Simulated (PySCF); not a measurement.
PySCF input file for C2H8FNOSi, SMILES F[Si@@](O)(CC)N, B3LYP-D3(BJ)/def2-SVP. Coordinates come from a B3LYP-D3(BJ)/def2-SVP optimisation. The structure was generated by enumeration; whether it is a known compound was not checked. The values are those of a single conformer.

```python
import numpy as np
from pyscf import gto, scf, dft, df
from pyscf.hessian import thermo

mol = gto.M(
    atom='''
    C    -1.80839302   -1.53802794    0.49126758
    C    -1.18511686   -0.19500904    0.90133107
    Si    0.33428593    0.27663953   -0.07134273
    N     1.53595520   -0.92762210    0.04794060
    O     1.04909176    1.70041821    0.39578599
    F    -0.18306019    0.53887863   -1.60904024
    H    -1.11429351   -2.37724969    0.66525357
    H    -2.07484883   -1.54525482   -0.57777616
    H    -2.72436126   -1.75496549    1.06381226
    H    -0.91767738   -0.20198557    1.97209430
    H    -1.92411661    0.61660487    0.77766886
    H     1.31061187   -1.91551092    0.03410296
    H     2.48807213   -0.74863329   -0.25321108
    H     0.74079085    2.49236460   -0.05924853
    ''',
    basis='def2-SVP',
    charge=0,
    spin=0,
    max_memory=1600,
    verbose=3,
)
mf = dft.RKS(mol, xc='b3lyp').density_fit(auxbasis='def2-universal-jkfit')
mf.disp = 'd3bj'
mf.grids.level = 3
mf.conv_tol = 1e-11
mf.max_cycle = 100
mf.kernel()

# [left out here: the lines that compute and print the analytic Hessian (its translational invariance restored by hand, since the grid's response is missing), thermochemistry and intensities]
```

Log of the run:

```
[...]
Normal mode                   x     y     z       x     y     z       x     y     z
       0   C                -0.06 -0.09  0.04   -0.07 -0.02 -0.03    0.00 -0.12 -0.09
       1   C                 0.02  0.06 -0.03    0.06  0.00  0.04    0.05  0.16  0.06
       2  Si                 0.01 -0.00  0.04   -0.04  0.08 -0.02   -0.01 -0.03 -0.00
       3   N                -0.01  0.00 -0.00    0.04 -0.05  0.01    0.00  0.01 -0.00
       4   O                -0.01 -0.01 -0.01   -0.00 -0.04  0.00    0.00  0.01  0.00
       5   F                -0.01  0.00 -0.02    0.01 -0.01  0.02    0.00  0.00 -0.00
       6   H                 0.02 -0.06 -0.18    0.17  0.19  0.08   -0.21 -0.27  0.03
       7   H                 0.18  0.20 -0.03    0.01 -0.24 -0.05   -0.25 -0.26 -0.02
       8   H                -0.17 -0.36 -0.24    0.02 -0.24  0.02    0.05  0.21  0.11
       9   H                 0.46  0.35 -0.13   -0.15  0.00  0.09   -0.03  0.06  0.08
      10   H                 0.12  0.16  0.01    0.36  0.25 -0.16   -0.03  0.08  0.07
      11   H                -0.01  0.01  0.00    0.13 -0.08  0.01   -0.05  0.02 -0.00
      12   H                -0.01  0.01 -0.00    0.04 -0.04  0.01    0.01 -0.02  0.01
      13   H                 0.04  0.04  0.04   -0.15 -0.15 -0.11    0.02  0.02  0.02
Mode                                21                  22                  23
Irrep
Freq [cm^-1]                     1249.4595           1275.5842           1396.0976
Reduced mass [au]                   1.2448              1.6334              1.2101
Force const [Dyne/A]                1.1450              1.5659              1.3897
Char temp [K]                    1797.6941           1835.2817           2008.6737
Normal mode                   x     y     z       x     y     z       x     y     z
       0   C                 0.06 -0.05  0.07   -0.06 -0.00  0.05   -0.05 -0.11 -0.03
       1   C                -0.04  0.03 -0.05    0.13  0.08 -0.06    0.01 -0.00 -0.01
       2  Si                -0.01  0.01 -0.01   -0.02 -0.01  0.01    0.00 -0.00 -0.00
       3   N                 0.00 -0.00  0.00    0.01  0.00 -0.00   -0.00  0.00  0.00
       4   O                 0.00 -0.00  0.00    0.00  0.01  0.00   -0.00  0.00  0.00
       5   F                 0.00 -0.00  0.00    0.00  0.00 -0.00    0.00  0.00  0.00
       6   H                -0.10 -0.23 -0.18    0.09  0.08 -0.12    0.36  0.30  0.20
       7   H                 0.02  0.28  0.08    0.16  0.01 -0.01    0.17  0.50 -0.08
       8   H                -0.11  0.09 -0.14   -0.09 -0.24 -0.10    0.04  0.41  0.26
       9   H                -0.30 -0.44  0.01   -0.38 -0.25  0.07   -0.09  0.09  0.02
      10   H                 0.34  0.40  0.07   -0.33 -0.32  0.15    0.00  0.02  0.13
      11   H                 0.01 -0.00 -0.01   -0.02  0.01 -0.00    0.02 -0.00 -0.00
      12   H                 0.00 -0.01  0.01    0.01 -0.02  0.00    0.00 -0.03 -0.00
      13   H                -0.02 -0.01 -0.01    0.01  0.01  0.00    0.00  0.00  0.00
Mode                                24                  25                  26
Irrep
Freq [cm^-1]                     1430.1575           1477.5603           1482.0621
Reduced mass [au]                   1.0892              1.0464              1.0373
Force const [Dyne/A]                1.3126              1.3460              1.3425
Char temp [K]                    2057.6782           2125.8803           2132.3573
Normal mode                   x     y     z       x     y     z       x     y     z
       0   C                 0.02  0.02 -0.00    0.04 -0.00 -0.03    0.03 -0.02  0.03
       1   C                 0.01 -0.06 -0.05    0.02  0.00 -0.02    0.01 -0.01  0.01
       2  Si                -0.00 -0.00 -0.00   -0.00  0.00  0.00    0.00 -0.00  0.00
       3   N                 0.00 -0.00  0.00    0.00 -0.00 -0.00   -0.01  0.01  0.00
       4   O                 0.00  0.00 -0.00    0.00  0.00  0.00   -0.00  0.00 -0.00
       5   F                -0.00  0.00 -0.00    0.00 -0.00 -0.00   -0.00 -0.00 -0.00
       6   H                -0.07 -0.07 -0.07   -0.14 -0.00  0.63    0.37  0.26 -0.12
       7   H                -0.02 -0.13  0.01   -0.44  0.39  0.09   -0.49 -0.15  0.14
       8   H                 0.01 -0.02 -0.03    0.02 -0.39 -0.16   -0.37  0.28 -0.49
       9   H                -0.36  0.56  0.07   -0.06 -0.00  0.00    0.02  0.05  0.01
      10   H                 0.10  0.15  0.63   -0.02 -0.02  0.05   -0.03 -0.05 -0.01
      11   H                -0.01  0.00 -0.01   -0.03  0.00  0.01    0.06 -0.01 -0.01
      12   H                 0.00  0.00  0.01   -0.00  0.04 -0.00    0.01 -0.07 -0.00
      13   H                 0.00  0.00  0.00   -0.00 -0.00 -0.00    0.00  0.00  0.00
Mode                                27                  28                  29
Irrep
Freq [cm^-1]                     1534.1924           3023.5852           3030.5785
Reduced mass [au]                   1.1322              1.0364              1.0616
Force const [Dyne/A]                1.5702              5.5826              5.7447
Char temp [K]                    2207.3613           4350.2660           4360.3276
Normal mode                   x     y     z       x     y     z       x     y     z
       0   C                -0.00 -0.01  0.00    0.01  0.05  0.01   -0.01  0.00  0.00
       1   C                 0.00 -0.00  0.00    0.00 -0.00 -0.00    0.03 -0.04 -0.04
       2  Si                -0.01  0.01 -0.00   -0.00  0.00  0.00   -0.00 -0.00  0.00
       3   N                 0.06 -0.07 -0.01    0.00 -0.00 -0.00    0.00  0.00  0.00
       4   O                -0.00 -0.00  0.00    0.00  0.00 -0.00    0.00  0.00  0.00
       5   F                 0.00 -0.00  0.00    0.00 -0.00 -0.00   -0.00  0.00 -0.00
       6   H                 0.06  0.04 -0.04    0.40 -0.47  0.10    0.02 -0.03  0.01
       7   H                -0.02 -0.02  0.01   -0.12  0.01 -0.51   -0.01 -0.00 -0.01
       8   H                -0.04  0.06 -0.03   -0.45 -0.09  0.29    0.07  0.01 -0.04
       9   H                 0.00  0.00  0.00    0.00  0.00 -0.00    0.15 -0.02  0.57
      10   H                 0.01  0.00 -0.01   -0.01  0.02 -0.00   -0.51  0.55 -0.10
      11   H                -0.63  0.10  0.16    0.00  0.00  0.00   -0.00  0.00 -0.00
      12   H                -0.08  0.65  0.02   -0.00 -0.00 -0.00   -0.00 -0.00 -0.00
      13   H                -0.01 -0.01 -0.01   -0.00  0.00 -0.00    0.00  0.00 -0.00
Mode                                30                  31                  32
Irrep
Freq [cm^-1]                     3076.0703           3097.7555           3109.2701
Reduced mass [au]                   1.1018              1.1032              1.1039
Force const [Dyne/A]                6.1427              6.2374              6.2876
Char temp [K]                    4425.7802           4456.9804           4473.5473
Normal mode                   x     y     z       x     y     z       x     y     z
       0   C                 0.02 -0.01  0.02   -0.08  0.03  0.02    0.00 -0.02  0.08
       1   C                -0.04  0.03 -0.06   -0.01  0.01 -0.01    0.01 -0.01  0.02
       2  Si                -0.00  0.00 -0.00   -0.00  0.00 -0.00    0.00  0.00  0.00
       3   N                 0.00 -0.00  0.00    0.00 -0.00  0.00   -0.00  0.00 -0.00
       4   O                 0.00 -0.00  0.00    0.00 -0.00 -0.00   -0.00  0.00 -0.00
       5   F                 0.00 -0.00  0.00    0.00 -0.00  0.00   -0.00 -0.00 -0.00
       6   H                -0.15  0.17 -0.03    0.40 -0.48  0.11   -0.18  0.21 -0.03
       7   H                -0.05 -0.00 -0.22   -0.00  0.01  0.06   -0.19 -0.00 -0.74
       8   H                -0.05 -0.02  0.04    0.54  0.13 -0.35    0.35  0.07 -0.21
       9   H                 0.16 -0.01  0.69    0.03 -0.00  0.13   -0.05  0.00 -0.20
      10   H                 0.36 -0.39  0.05    0.14 -0.15  0.02   -0.08  0.09 -0.01
      11   H                -0.00  0.00 -0.00    0.00  0.00 -0.00   -0.00 -0.00  0.00
      12   H                -0.00 -0.00  0.00   -0.00 -0.00  0.00    0.00  0.00 -0.00
      13   H                -0.00 -0.00  0.00   -0.00 -0.00  0.00    0.00  0.00  0.00
Mode                                33                  34                  35
Irrep
Freq [cm^-1]                     3588.3825           3684.6441           3882.5537
Reduced mass [au]                   1.0502              1.0967              1.0668
Force const [Dyne/A]                7.9674              8.7724              9.4751
Char temp [K]                    5162.8835           5301.3825           5586.1304
Normal mode                   x     y     z       x     y     z       x     y     z
       0   C                -0.00  0.00 -0.00   -0.00  0.00  0.00   -0.00  0.00  0.00
       1   C                 0.00  0.00 -0.00    0.00  0.00 -0.00   -0.00 -0.00 -0.00
       2  Si                 0.00 -0.00  0.00   -0.00 -0.00  0.00   -0.00 -0.00 -0.00
       3   N                -0.04  0.04  0.01   -0.05 -0.06  0.01    0.00  0.00 -0.00
       4   O                 0.00 -0.00 -0.00   -0.00  0.00 -0.00   -0.02  0.05 -0.03
       5   F                 0.00 -0.00  0.00   -0.00 -0.00 -0.00   -0.00 -0.00 -0.00
       6   H                 0.00 -0.00 -0.00   -0.00  0.00  0.00    0.00 -0.00 -0.00
       7   H                -0.00  0.00  0.00   -0.00 -0.00 -0.00   -0.00 -0.00 -0.00
       8   H                 0.00  0.00 -0.00   -0.00 -0.00 -0.00   -0.00 -0.00  0.00
       9   H                 0.00  0.00  0.00    0.00 -0.00  0.00    0.00 -0.00 -0.00
      10   H                 0.00 -0.00  0.00    0.00 -0.00  0.00    0.00  0.00 -0.00
      11   H                -0.16 -0.62  0.00    0.15  0.70  0.01   -0.00 -0.00  0.00
      12   H                 0.69  0.14 -0.21    0.59  0.10 -0.18   -0.00 -0.00  0.00
      13   H                 0.00  0.00  0.00    0.00 -0.00  0.00    0.29 -0.81  0.44
temperature 298.1500 [K]
pressure 101325.00 [Pa]
Rotational constants [GHz] 3.65888 2.03122 1.93442
Symmetry number 1
Zero-point energy (ZPE) 0.10861 [Eh]   285165.308 [J/mol]
                           tot       elec      trans        rot        vib
Entropy [J/mol/K]       385.484      0.000    167.275    115.081    103.128
Cv [J/mol/K]            132.402      0.000     12.472     12.472    107.459
Cp [J/mol/K]            140.716      0.000     20.786     12.472    107.459
Internal energy [J/mol]                      3718.434   3718.434 301847.917
Internal energy [Eh]   -600.08761  -600.20541
Enthalpy [J/mol]                             6197.391   3718.434 301847.917
Enthalpy [Eh]          -600.08666
Gibbs free energy [J/mol]                  -43675.624 -30592.863 271100.181
Gibbs free energy [Eh] -600.13044
mode   freq/cm-1   IR/(km/mol)
   1       39.20         0.275
   2      137.38         0.432
   3      164.83         9.359
   4      201.31         7.679
   5      216.85        83.798
   6      237.82        32.679
   7      294.08        17.141
   8      314.50        66.314
   9      338.15        28.542
  10      365.87        98.495
  11      379.65        44.929
  12      649.15        10.942
  13      698.73         9.962
  14      767.27        16.696
  15      816.92       139.919
  16      849.78       172.000
  17      912.53       207.314
  18      943.43        69.866
  19      977.47        15.704
  20      994.00        78.699
  21     1039.06        36.341
  22     1249.46         2.747
  23     1275.58        14.750
  24     1396.10         0.708
  25     1430.16         4.913
  26     1477.56         6.162
  27     1482.06         3.131
  28     1534.19        78.407
  29     3023.59        30.725
  30     3030.58        12.515
  31     3076.07         2.912
  32     3097.76        35.420
  33     3109.27        24.187
  34     3588.38        30.431
  35     3684.64        32.510
  36     3882.55        99.503
max |gradient| / (hartree/bohr): 0.00013166668579382191
APT charges: [ 0.1017 -0.2845  1.9919 -0.8492 -0.8689 -0.6893 -0.0271 -0.0088 -0.0381
 -0.0102 -0.0175  0.1975  0.1983  0.3041]
```

Self-consistency was reached.
